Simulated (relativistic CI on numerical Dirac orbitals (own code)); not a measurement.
Method of calculation: Dirac-Coulomb-Breit CI, separate exchange-only KLI orbitals for each configuration, model QED (radiative potential, 1s self-energy scaled to tabulated hydrogen-like ionisation energies), unscaled Slater integrals (own radial code, finite nucleus).

The strongest absorption lines from the ground level of an ion, among the configurations computed and to levels below about 10900 eV (vacuum wavelength in nm, gf): 0.11402 (0.047), 0.11444 (0.027), 0.12668 (0.11), 0.12771 (0.065), 0.16667 (0.42), 0.17101 (0.27), 1.5942 (0.18), 8.6700 (0.015).

Question: Which ion is it?
A. Pm LIX
B. Lu LXIX
C. Ba LIV
D. Sb XLIX

Answer: A. Pm LIX has 3 electrons and the ground level 2s 2S_1/2; the strongest line goes to 3p 2P°_3/2. The pattern of lines fixes the number of electrons, and along that sequence the line energies rise steadily with the charge (about as its square where n changes within one kind of shell, about linearly where n is kept but much faster in heavy ions where fine structure, which grows about as Z⁴, sets the gap, and irregularly where shells cross), which fixes Z. Configurations outside the model, such as inner-shell arrays, can give stronger lines. At this charge energies of transitions that change n are usually good to better than 1 %, and those within a shell (Δn = 0) to a few per cent.
